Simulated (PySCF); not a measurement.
# Correlation energy of Br⁺ (bromine, charge +1)

[Ar] 3d10 4s2 4p4, high-spin 3P determinant. All numbers are calculated (PySCF 2.14, a scalar-relativistic core potential, in cc-pVTZ-PP with ECP10MDF (5s4p3d1f, 39 functions)). Frozen: 3s2 3p6 3d10; 6 electrons correlated.

MP2 pair energies summed by pair of shells (mhartree):

| pair | energy | share (%) |
| --- | --- | --- |
| 4s-4p | -48.46 | 46.4 |
| 4p-4p | -47.63 | 45.6 |
| 4s-4s | -8.36 | 8.0 |

Total MP2 correlation energy: -104.46 mhartree.

Same-spin part -23.66 and opposite-spin part -80.80 mhartree; SCS-MP2 scales them by 1/3 and 6/5 to -104.85 mhartree.

```tsv
level	correlation energy (mhartree)
CCSD	-123.72
(T)	-3.22
CCSD(T)	-126.94
```

Diagnostics: T1 = 0.0071, D1 = 0.0224, largest double amplitude 0.050.

Cost of the coupled-cluster step: 0.64 s of wall time on 1 thread of Neoverse-N1 (shared host), for 6 correlated electrons.
